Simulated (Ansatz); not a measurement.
Species: sum formula H5SiO4, charge 1, multiplicity 1. It need not be the lowest isomer of its formula. 
Geometry from a B3LYP-D3(BJ)/def2-TZVP (Ansatz, a quantum-chemistry and plane-wave program) optimisation:
```xyz
10

Si    -0.1243     0.0027     0.1566
O      1.0128    -0.0974    -1.2573
O     -1.4405    -0.0827    -0.7430
O      0.2994    -1.2319     1.0682
O      0.2417     1.4114     0.8048
H      1.9739     0.0167    -1.1748
H     -2.2588     0.3986    -0.5847
H     -0.0482    -2.1270     0.9973
H      0.4754     1.5384     1.7305
H      0.6920     0.1410    -2.1436
```
Charge +1, spin multiplicity 1.

Total electronic energies in hartree. Correlated levels leave the core frozen unless marked. Spin-orbit coupling is left out. Non-relativistic. CBS marks a two-point X^-3 extrapolation of the correlation energy; Hartree-Fock from the larger set (for Q and 5 zeta extrapolated as (X+1)exp(-9√X)). [CCSD(T)-MP2]/basis is that difference in the basis named.

| level | program | energy (Eh) |
|---|---|---|
| HF/STO-3G | Ansatz | -583.79080 |
| HF/6-31G* | Ansatz | -591.19826 |
| RI-HF/cc-pV(Q+d)Z | Ansatz | -591.43531 |
| BLYP-D4/def2-TZVPD | Ansatz + dftd4 | -593.43480 |
| revPBE-D4/def2-TZVPD | Ansatz + dftd4 | -593.32276 |
| B3LYP-D4/def2-TZVPD | Ansatz + dftd4 | -593.50561 |
| PBE0/6-31G* | Ansatz | -592.82037 |
| BHLYP-D3(BJ)/def2-TZVPD | Ansatz + dftd3 | -593.34366 |
| r2SCAN0-D4/def2-TZVPD | Ansatz + dftd4 | -593.26095 |
| HSE06-D4/def2-TZVPD | Ansatz + dftd4 | -593.01833 |
| B2PLYP-D4/def2-TZVPD | Ansatz + dftd4 | -593.17188 |
| MP2/6-31G | Ansatz | -591.54552 |
| MP2/6-31G* | Ansatz | -591.99355 |
| MP2/cc-pwCVTZ | Ansatz | -592.50460 |
| SCS-MP2/6-31G | Ansatz | -591.53379 |
| SCS-MP2/cc-pV(D+d)Z | Ansatz | -592.07596 |
| SCS-MP2/cc-pV(5+d)Z | Ansatz | -592.62558 |
| CCSD/STO-3G | Ansatz | -584.00612 |
| CCSD/6-31G* | Ansatz | -592.01628 |
| CCSD/cc-pV(Q+d)Z | Ansatz | -592.59932 |
| RI-MP2/CBS(cc-pV(T+d)Z,cc-pV(Q+d)Z)+[CCSD(T)-MP2]/cc-pV(Q+d)Z | Ansatz | -592.7035 |
| CCSD(T)/CBS(cc-pV(T+d)Z,cc-pV(Q+d)Z) | Ansatz | -592.7014 |
| CCSD(T)/CBS(cc-pV(Q+d)Z,cc-pV(5+d)Z) | Ansatz | -592.7089 |

Totals of different functionals don't rank their quality; only differences between species are comparable.
